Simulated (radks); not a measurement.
Values are calculated unless marked as measured or tabulated.
Excited configurations of Eu IV: one electron is placed in a higher orbital outside [Xe] 4f5. The ground configuration is [Xe] 4f6. Code: a radial shooting solver on a logarithmic mesh with Libxc functionals. Model: non-relativistic Kohn-Sham, r2SCAN, spin-polarised, spherical densities, point nucleus; open shells are filled with parallel spins first (spin-orbit coupling, left out, can overturn this in heavy ions); meta-GGA in the generalised Kohn-Sham scheme; relativity is left out, which matters for an element this heavy. Excitation = E - E(ground); binding = E(ion) - E, where the ion is the core of charge +4; n* = 4/sqrt(2 binding) in atomic units, and the quantum defect is n - n*.

| outer orbital | excitation (eV) | binding (eV) | quantum defect | eigenvalue (eV) |
|---|---|---|---|---|
| 6p | 27.116 | 22.119 | 2.863 | -19.814 |
| 6d | 33.682 | 15.553 | 2.259 | -13.704 |
| 6f | 40.052 | 9.184 | 1.131 | -8.004 |
| 7d | 39.619 | 9.616 | 2.242 | -8.574 |
| 7f | 42.827 | 6.408 | 1.172 | -5.670 |

The Delta-SCF ionisation energy is 49.235 eV (NIST Atomic Spectra Database: 42.9 eV, semi-empirical). Self-interaction in the functional shifts the binding energies and quantum defects, so they are the method's values and not measured ones. Relativity is left out here, which matters for elements this heavy. Open shells are spherical and high-spin; term and fine-structure splittings are not resolved.
